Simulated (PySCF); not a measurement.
Input of a response calculation (the driver script's job line, then coordinates in Å):

```
{"job": {"kind": "uv", "xc": "PBE0", "basis": "def2-SVPD", "ip": true, "dynamic": true}, "charge": 0, "multiplicity": 1}
C      2.209518     0.148316     0.389382
C      0.719735     0.017277     0.153283
P      0.086150    -1.586635     0.397429
C     -1.598805    -1.513295     0.023201
P     -2.707724    -0.293316    -0.486237
C     -1.730111     1.147197    -0.593971
Cl    -2.641990     2.558242    -1.077464
P     -0.048434     1.508077    -0.313767
H      2.472833     1.129484     0.813724
H      2.763523     0.045283    -0.558850
H      2.580226    -0.633137     1.070248
H     -2.093099    -2.487419     0.146470
```

The program printed:

```
coarse grid: 13320 points
cycle   1  E = -1637.5635773547  dE =  1.060e+00  |g| = 3.119e-01  |ddm| = 6.042e+00
cycle   2  E = -1637.5261007072  dE =  3.748e-02  |g| = 4.718e-01  |ddm| = 1.084e+00
cycle   3  E = -1637.5849615484  dE = -5.886e-02  |g| = 1.268e-01  |ddm| = 7.125e-01
cycle   4  E = -1637.5899379065  dE = -4.976e-03  |g| = 4.195e-02  |ddm| = 2.320e-01
cycle   5  E = -1637.5904126983  dE = -4.748e-04  |g| = 1.646e-02  |ddm| = 7.604e-02
cycle   6  E = -1637.5904863407  dE = -7.364e-05  |g| = 4.469e-03  |ddm| = 2.480e-02
cycle   7  E = -1637.5904912175  dE = -4.877e-06  |g| = 1.975e-03  |ddm| = 9.036e-03
final grid: 113848 points
cycle   8  E = -1637.7709335152  dE = -6.124e-06  |g| = 1.151e-02  |ddm| = 8.230e-02
cycle   9  E = -1637.7708438223  dE =  8.969e-05  |g| = 2.100e-02  |ddm| = 4.182e-02
cycle  10  E = -1637.7709699801  dE = -1.262e-04  |g| = 2.661e-03  |ddm| = 2.867e-02
cycle  11  E = -1637.7709720856  dE = -2.106e-06  |g| = 4.849e-04  |ddm| = 4.234e-03
cycle  12  E = -1637.7709721555  dE = -6.989e-08  |g| = 1.835e-04  |ddm| = 9.145e-04
cycle  13  E = -1637.7709721648  dE = -9.240e-09  |g| = 4.792e-05  |ddm| = 2.966e-04
cycle  14  E = -1637.7709721652  dE = -4.338e-10  |g| = 2.860e-05  |ddm| = 9.728e-05
converged SCF energy = -1637.7709721652

Static polarisability (au): isotropic 140.039, principal 82.565 153.138 184.414

Singlet excitations
state   eV       nm        f      main configurations
  1   3.4986    354.4   0.00642   H->L 0.43, H->L+1 0.26, H-2->L+1 0.16
  2   3.6328    341.3   0.00328   H-1->L 0.48, H-1->L+1 0.38, H-3->L 0.09
  3   3.6704    337.8   0.00925   H-1->L 0.46, H-1->L+1 0.34, H-3->L 0.12
  4   3.8087    325.5   0.00003   H-3->L 0.77, H-1->L+1 0.20
  5   3.8872    319.0   0.01139   H-3->L+1 0.97
  6   4.0257    308.0   0.05328   H->L+1 0.45, H->L 0.32, H-2->L 0.15
  7   4.5369    273.3   0.18263   H-2->L 0.61, H->L+1 0.25
  8   4.6387    267.3   0.31164   H-2->L+1 0.65, H->L 0.19
  9   5.1342    241.5   0.00020   H-4->L 0.85, H-4->L+1 0.14
 10   5.2692    235.3   0.00015   H-4->L+1 0.85, H-4->L 0.14

Triplet excitations (Tamm-Dancoff, eV): 2.4551 2.8910 3.0215 3.0570
Vertical ionisation energy (delta-SCF) = 8.8910 eV
Vertical electron affinity (delta-SCF) = 1.1774 eV
```

Computed, not measured: PySCF 2.14.0, density-fitted response routines, TDDFT PBE0/def2-SVPD, vertical, gas phase, core orbitals frozen in the response. Geometry: PBE0-D3(BJ)/def2-SVP; no solvent, vibrations or thermal averaging.

(1) What is the total energy of state 1 at this geometry?

(2) Which orbital energies lie behind H and L?

(3) Give the mean polarisability in Å³.

(4) What transition dipole goes with state 8?

(5) How much of the mean polarisability do the listed states account for?

(6) Which species is it?

Results:

(1) -1637.77097 + 0.12857 = -1637.64240 hartree.

(2) HOMO -7.28 eV and LUMO -2.73 eV, a gap of 4.55 eV; state 1 differs from that by -1.06 eV.

(3) 140.04 au × 0.148185 = 20.75 Å³.

(4) |μ|² = 3f / (2ΔE) = 3 × 0.3116 / (2 × 0.1705) ≈ 2.742 au, so |μ| = 4.21 D.

(5) The sum over states Σ f/ΔE² (ΔE in hartree) gives 21.38 au, 15% of the total; the rest comes from higher roots of the same response equations.

(6) `Cc1pcpc(Cl)p1` (C4H4ClP3).

The SCF starts on a coarse grid; the energy jumps when the final grid takes over, and dE counts afresh there. H and L stand for HOMO and LUMO.
